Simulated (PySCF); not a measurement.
C6H11 (SMILES [CH]1CCCCC1), doublet, geometry from GFN2-xTB, with bond 11-3 at 2.0 times its length; DF-B3LYP/def2-SVP in PySCF.

PySCF was given this input:
```python
from pyscf import gto, scf, dft

mol = gto.Mole()
mol.atom = '''
    C     0.19478157   -1.25324961    0.66510359
    C     1.29355223   -0.65266075   -0.11539714
    C     1.20459504    0.89197226   -0.14572493
    C    -0.24522720    1.38706484   -0.06610315
    C    -1.22077647    0.33666712   -0.59021356
    C    -1.19894589   -0.87088281    0.34556464
    H     0.38770307   -1.97963011    1.43349995
    H     2.26421590   -0.96103143    0.27476890
    H     1.23693489   -1.00504949   -1.15640594
    H     1.76993495    1.29982118    0.69345874
    H     2.14321410    1.61288842   -1.98032033
    H    -0.35038401    2.31576577   -0.62985473
    H    -0.50361772    1.60067580    0.97347952
    H    -2.22943140    0.75097965   -0.64284780
    H    -0.92966226    0.03724000   -1.59851942
    H    -1.74394039   -1.71069273   -0.11367362
    H    -1.74353349   -0.63397547    1.26974055
'''
mol.basis = 'def2-svp'
mol.spin = 1
mol.verbose = 4
mol.build()

mf = dft.UKS(mol)
mf.xc = 'b3lyp'
mf = mf.density_fit(auxbasis='def2-universal-jkfit')
mf.kernel()
mf.analyze()
```

What the program printed (banner, timings and long lists left out):

```
PySCF version 2.14.0

[INPUT] verbose = 4
[INPUT] num. atoms = 17
[INPUT] num. electrons = 47
[INPUT] charge = 0
[INPUT] spin (= nelec alpha-beta = 2S) = 1
[INPUT] symmetry False subgroup None
[INPUT] Mole.unit = angstrom
[INPUT] Symbol           X                Y                Z      unit          X                Y                Z       unit  Magmom
[...]
nuclear repulsion = 243.854091750053
number of shells = 69
number of NR pGTOs = 221
number of NR cGTOs = 139
basis = def2-svp
ecp = {}

******** <class 'pyscf.df.df_jk.DFUKS'> ********
method = DFUKS
initial guess = minao
damping factor = 0
level_shift factor = 0
DIIS = <class 'pyscf.scf.diis.CDIIS'>
diis_start_cycle = 1
diis_space = 8
diis_damp = 0
SCF conv_tol = 1e-09
SCF conv_tol_grad = None
SCF max_cycles = 50
direct_scf = False
number electrons alpha = 24  beta = 23
XC library pyscf.dft.libxc version 7.1.2
    S. Lehtola, C. Steigemann, M. J. T. Oliveira, and M. A. L. Marques,  SoftwareX 7, 1–5 (2018)
XC functionals = b3lyp
    P. J. Stephens, F. J. Devlin, C. F. Chabalowski, and M. J. Frisch,  J. Phys. Chem. 98, 11623 (1994)
radial grids:
    Treutler-Ahlrichs [JCP 102, 346 (1995); DOI:10.1063/1.469408] (M4) radial grids

becke partition: Becke, JCP 88, 2547 (1988); DOI:10.1063/1.454033
pruning grids: <function nwchem_prune>
grids dens level: 3
symmetrized grids: False
atomic radii adjust function: <function treutler_atomic_radii_adjust>
small_rho_cutoff = 0
Set gradient conv threshold to 3.16228e-05
tot grids = 192600
******** <class 'pyscf.df.df.DF'> ********
auxbasis = def2-universal-jkfit
init E= -235.29271239903

cycle= 1 E= -234.853249042309  delta_E= 0.439  |g|= 0.256  |ddm|= 2.99
cycle= 2 E= -234.819154977676  delta_E= 0.0341  |g|= 0.354  |ddm|= 0.713
cycle= 3 E= -234.886195637163  delta_E= -0.067  |g|= 0.114  |ddm|= 0.494
cycle= 4 E= -234.895306667117  delta_E= -0.00911  |g|= 0.0457  |ddm|= 0.177
cycle= 5 E= -234.896795763277  delta_E= -0.00149  |g|= 0.00879  |ddm|= 0.0608
cycle= 6 E= -234.896898339338  delta_E= -0.000103  |g|= 0.00513  |ddm|= 0.03
cycle= 7 E= -234.896948683518  delta_E= -5.03e-05  |g|= 0.00284  |ddm|= 0.0115
cycle= 8 E= -234.897011096177  delta_E= -6.24e-05  |g|= 0.00286  |ddm|= 0.0139
cycle= 9 E= -234.897000128789  delta_E= 1.1e-05  |g|= 0.00284  |ddm|= 0.00233
cycle= 10 E= -234.896790994517  delta_E= 0.000209  |g|= 0.00183  |ddm|= 0.0586
cycle= 11 E= -234.896719970668  delta_E= 7.1e-05  |g|= 0.00143  |ddm|= 0.0521
cycle= 12 E= -234.896720540223  delta_E= -5.7e-07  |g|= 0.000406  |ddm|= 0.00533
cycle= 13 E= -234.896720404027  delta_E= 1.36e-07  |g|= 0.0004  |ddm|= 0.00211
cycle= 14 E= -234.896720484575  delta_E= -8.05e-08  |g|= 3.76e-05  |ddm|= 0.000828
cycle= 15 E= -234.896720485358  delta_E= -7.84e-10  |g|= 2.31e-05  |ddm|= 0.000119
Extra cycle  E= -234.896720483955  delta_E= 1.4e-09  |g|= 5.06e-05  |ddm|= 7.92e-05
converged SCF energy = -234.896720483955  <S^2> = 0.75797398  2S+1 = 2.0079581
**** SCF Summaries ****
Total Energy =                        -234.896720483955193
Nuclear Repulsion Energy =             243.854091750052561
One-electron Energy =                 -797.135137549673800
Two-electron Energy =                  318.384325315666047
Two-electron Coulomb Energy =          354.892518970763490
DFT Exchange-Correlation Energy =      -36.508193655097429
**** MO energy ****
                             alpha | beta                alpha | beta
[...]
To work with the spin densities directly, `use mulliken_meta_spin()` only printing them here.

 ** Mulliken spin pop alpha/beta on meta-lowdin orthogonal AOs **
 ** Mulliken Spin Density (per AO)  **
spin_pop of  0 C 1s       -0.00001
spin_pop of  0 C 2s        0.03957
spin_pop of  0 C 3s       -0.00043
spin_pop of  0 C 2px       0.01967
spin_pop of  0 C 2py       0.44432
spin_pop of  0 C 2pz       0.39041
spin_pop of  0 C 3px      -0.00005
spin_pop of  0 C 3py       0.00500
spin_pop of  0 C 3pz       0.00372
spin_pop of  0 C 3dxy      0.00001
spin_pop of  0 C 3dyz     -0.00070
[...]
spin_pop of  5 C 3dz^2    -0.00000
spin_pop of  5 C 3dxz      0.00036
spin_pop of  5 C 3dx2-y2   -0.00001
spin_pop of  6 H 1s       -0.02601
spin_pop of  6 H 2s        0.00021
spin_pop of  6 H 2px       0.00000
spin_pop of  6 H 2py       0.00030
spin_pop of  6 H 2pz       0.00026
spin_pop of  7 H 1s        0.00258
spin_pop of  7 H 2s        0.00003
spin_pop of  7 H 2px       0.00001
spin_pop of  7 H 2py       0.00002
spin_pop of  7 H 2pz       0.00001
spin_pop of  8 H 1s        0.06598
spin_pop of  8 H 2s        0.00060
spin_pop of  8 H 2px       0.00010
spin_pop of  8 H 2py       0.00006
spin_pop of  8 H 2pz      -0.00001
spin_pop of  9 H 1s        0.00146
spin_pop of  9 H 2s        0.00042
spin_pop of  9 H 2px       0.00002
spin_pop of  9 H 2py       0.00001
spin_pop of  9 H 2pz      -0.00001
spin_pop of  10 H 1s       -0.03844
spin_pop of  10 H 2s        0.00018
spin_pop of  10 H 2px       0.00000
spin_pop of  10 H 2py       0.00000
spin_pop of  10 H 2pz       0.00002
spin_pop of  11 H 1s        0.00062
spin_pop of  11 H 2s        0.00001
spin_pop of  11 H 2px       0.00000
spin_pop of  11 H 2py       0.00001
spin_pop of  11 H 2pz       0.00000
spin_pop of  12 H 1s        0.00356
spin_pop of  12 H 2s        0.00008
spin_pop of  12 H 2px       0.00001
spin_pop of  12 H 2py       0.00001
spin_pop of  12 H 2pz       0.00002
spin_pop of  13 H 1s       -0.00081
spin_pop of  13 H 2s       -0.00000
spin_pop of  13 H 2px      -0.00000
spin_pop of  13 H 2py       0.00000
spin_pop of  13 H 2pz       0.00001
spin_pop of  14 H 1s       -0.00010
spin_pop of  14 H 2s        0.00005
spin_pop of  14 H 2px      -0.00000
spin_pop of  14 H 2py      -0.00000
spin_pop of  14 H 2pz       0.00001
spin_pop of  15 H 1s        0.04947
spin_pop of  15 H 2s        0.00041
spin_pop of  15 H 2px      -0.00001
spin_pop of  15 H 2py       0.00015
spin_pop of  15 H 2pz      -0.00001
spin_pop of  16 H 1s        0.03309
spin_pop of  16 H 2s        0.00023
spin_pop of  16 H 2px      -0.00001
spin_pop of  16 H 2py       0.00002
spin_pop of  16 H 2pz       0.00007
 ** Mulliken Spin Density (per atom)  **
spin density of  0 C =      0.90144
spin density of  1 C =     -0.04753
spin density of  2 C =      0.09240
spin density of  3 C =     -0.00178
spin density of  4 C =      0.00366
spin density of  5 C =     -0.04285
spin density of  6 H =     -0.02525
spin density of  7 H =      0.00264
spin density of  8 H =      0.06673
spin density of  9 H =      0.00191
spin density of  10 H =     -0.03824
spin density of  11 H =      0.00065
spin density of  12 H =      0.00368
spin density of  13 H =     -0.00081
spin density of  14 H =     -0.00005
spin density of  15 H =      0.05000
spin density of  16 H =      0.03341
 ** Mulliken pop alpha/beta on meta-lowdin orthogonal AOs **
 ** Mulliken pop       alpha | beta **
In total            24.00000 | 23.00000
 ** Mulliken atomic charges   ( Nelec_alpha | Nelec_beta ) **
charge of  0C =     -0.10608  (     3.50376      2.60232 )
charge of  1C =     -0.17218  (     3.06232      3.10986 )
charge of  2C =     -0.05581  (     3.07410      2.98171 )
charge of  3C =     -0.16324  (     3.08073      3.08251 )
charge of  4C =     -0.16117  (     3.08242      3.07875 )
charge of  5C =     -0.16750  (     3.06232      3.10517 )
charge of  6H =      0.09709  (     0.43883      0.46408 )
charge of  7H =      0.10203  (     0.45031      0.44766 )
charge of  8H =      0.10945  (     0.47864      0.41191 )
charge of  9H =      0.10506  (     0.44842      0.44651 )
charge of  10H =     -0.15830  (     0.56003      0.59827 )
charge of  11H =      0.11299  (     0.44383      0.44318 )
charge of  12H =      0.09320  (     0.45524      0.45156 )
charge of  13H =      0.08968  (     0.45476      0.45556 )
charge of  14H =      0.08854  (     0.45571      0.45576 )
charge of  15H =      0.09522  (     0.47739      0.42739 )
charge of  16H =      0.09103  (     0.47119      0.43778 )
Dipole moment(X, Y, Z, Debye): -1.45456, -0.93888,  1.50676
```
